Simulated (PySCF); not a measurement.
SMILES [CH2][SiH](C)C, doublet (CAM-B3LYP/def2-SVP optimised geometry):

```
13

C     -0.968     0.967     0.000
Si    -0.329    -0.775     0.000
C     -1.012    -1.716     1.478
C      1.552    -0.775     0.000
H     -1.949     1.241     0.404
H     -0.424     1.802    -0.456
H     -0.793    -1.468    -1.246
H     -0.685    -2.768     1.462
H     -2.113    -1.709     1.477
H     -0.672    -1.270     2.425
H      1.947    -0.224    -0.867
H      1.947    -1.802    -0.049
H      1.949    -0.301     0.911
```

Calculation: unrestricted CAM-B3LYP/def2-TZVP run with PySCF 2.14.0.

Question: What are the frontier orbital energies (α orbitals alone; a β orbital can be the lowest empty one) and the dipole moment?

Answer: HOMO-2 -10.48 eV, HOMO-1 -10.04 eV, HOMO -8.01 eV, LUMO 1.99 eV, LUMO+1 2.26 eV; dipole moment 0.52 D.

On the same geometry PySCF with unrestricted PBE/def2-TZVP gives HOMO-2 -7.67 eV, HOMO-1 -7.34 eV, HOMO -5.33 eV, LUMO 0.47 eV, LUMO+1 0.64 eV; dipole moment 0.54 D.

Meta-Löwdin charges at CAM-B3LYP/def2-TZVP: C1 -0.49, Si2 0.83, C3 -0.60, C4 -0.60, H5 0.13, H6 0.13, H7 -0.13, H8 0.12, H9 0.12, H10 0.12, H11 0.12, H12 0.12, H13 0.12.
